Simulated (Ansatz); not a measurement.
Gas-phase electronic energies from Ansatz, PBE0-D4/def2-TZVP geometries. CBS: MP2 limit from def2 TZ/QZ plus the TZ coupled-cluster correction, frozen cores. This one scheme is used for every species. DFT in def2-TZVPP. One conformer a species, not always the lowest.

Reaction (formal hydrolysis of a B–C bond): `BCCBC` + H₂O → `BCCBO` + CH₄

`BCCBC`:

Z-matrix (Å, degrees):
```
C
C 1 1.552
B 1 1.545 2 99.1
H 1 1.092 2 109.1 3 120.7
H 1 1.092 2 109.1 3 -120.7
B 2 1.566 1 117.7 3 178.5
H 2 1.102 1 111.3 3 -58.8
H 2 1.102 1 111.5 3 55.6
H 3 1.200 1 120.6 2 -86.6
H 3 1.200 1 120.6 2 85.8
C 6 1.553 2 125.1 1 -1.4
H 6 1.204 2 116.1 1 -179.1
H 11 1.091 6 115.5 2 15.7
H 11 1.093 6 112.8 2 143.2
H 11 1.102 6 105.9 2 -102.7
```

H₂O:

Cartesian coordinates in Å:
```
O -0.235 -0.177 -0.255
H 0.670 -0.409 -0.035
H -0.436 0.586 0.290
```

`BCCBO`:

```xyz
13

B     0.595   -2.087    0.617
C     0.072   -0.924   -0.261
C    -0.005    0.484    0.341
B    -0.221    1.626   -0.714
O    -1.075    2.662   -0.539
H     1.218   -1.877    1.620
H     0.438   -3.223    0.268
H    -0.859   -1.196   -0.773
H     0.811   -0.932   -1.088
H    -0.762    0.510    1.135
H     0.949    0.699    0.847
H     0.394    1.639   -1.747
H    -1.554    2.619    0.294
```

CH₄:

Z-matrix (Å, degrees):
```
C
H 1 1.090
H 1 1.090 2 109.5
H 1 1.090 2 109.5 3 -120.0
H 1 1.090 2 109.5 3 120.0
```

```
species  ωB97M-V energy (Eh)
`BCCBC`           -169.95361
    H₂O            -76.43342
`BCCBO`           -205.94894
    CH₄            -40.49280
```

Q: Work out ΔE.

A: ΔE = (-205.94894) + (-40.49280) − (-169.95361) − (-76.43342) = -0.05471 Eh = -143.6 kJ/mol. CCSD(T)/CBS gives -137.6 kJ/mol.

Largest T1 diagnostic among the species: 0.012.

The D4 term adds +5.3 kJ/mol with B3LYP and +3.0 kJ/mol with PBE0; it sums over pairs of atoms, weighted by their polarisabilities, and B3LYP, whose exchange is more repulsive, gets the larger term. In def2-TZVPP, CCSD(T) changes the Hartree–Fock value by +13.2 kJ/mol (the triples alone add +0.8 kJ/mol) and MP2 by +15.2 kJ/mol.

B3LYP here is the variant with VWN-RPA as its local correlation; programs differ in this.
